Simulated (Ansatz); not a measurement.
`[NH2][Zn][B](F)Cl` + `C=N` → `C=NB(F)Cl` + `[NH2][ZnH]` at 600 K and 1 bar (cleavage of the B–Zn bond).

Calculated with Ansatz (gas phase, PBE0-D4/def2-TZVP geometries, no zero-point term in ΔE). CCSD(T)/CBS is the MP2 limit (def2-TZVPP, def2-QZVPP) plus CCSD(T) − MP2 in def2-TZVPP, frozen cores. This one scheme is used for every species. For Zn outer-core shells are correlated without core-valence functions, which leaves a few kJ/mol of doubt a bond. Scalar relativity is left out up to krypton. Each species was taken in one conformer, which may not be the lowest.

```csv
species,CCSD(T)/CBS energy (Eh),H − E (kJ/mol),S (J/(mol·K))
`[NH2][Zn][B](F)Cl`,-2418.75113,141.7,450.0
`C=N`,-94.52360,129.6,259.4
`C=NB(F)Cl`,-678.42235,148.5,383.6
`[NH2][ZnH]`,-1834.88092,113.5,307.4
```

H − E and S are ideal-gas, rigid-rotor, harmonic terms from PBE0-D4/def2-TZVP, for one conformer and one mirror image of each species. 1 Eh = 2625.50 kJ/mol, R = 8.31446 J/(mol·K).

Question: By hand: ΔE, ΔH, ΔS and ΔG.

Answer: ΔE = (-678.42235) + (-1834.88092) − (-2418.75113) − (-94.52360) = -0.02854 Eh = -74.9 kJ/mol. Δ(H − E) = 148.5 + 113.5 − 141.7 − 129.6 = -9.3, so ΔH = -84.2 kJ/mol. ΔS = 383.6 + 307.4 − 450.0 − 259.4 = -18.4 J/(mol·K). ΔG = -84.2 − 600 × (-18.4)/1000 = -73.2 kJ/mol.

Question: By hand: the equilibrium constant, and the temperature at which ΔG would vanish if ΔH and ΔS stayed fixed.

Answer: log₁₀ K = −ΔG/(RT ln 10) = 6.4. ΔG = 0 at ΔH/ΔS = 4576 K, far beyond where these terms or the molecules hold.

ΔH outweighs TΔS. A doubt of 5 kJ/mol in ΔE shifts log₁₀ K by 0.4 here. Other conformers and mirror images would add mixing entropy, several J/(mol·K) or more a flexible species. These are equilibria of isolated gas molecules and say nothing of rates. Largest T1 diagnostic: 0.016 (customary marks: 0.02 for closed shells, 0.045 for open ones).
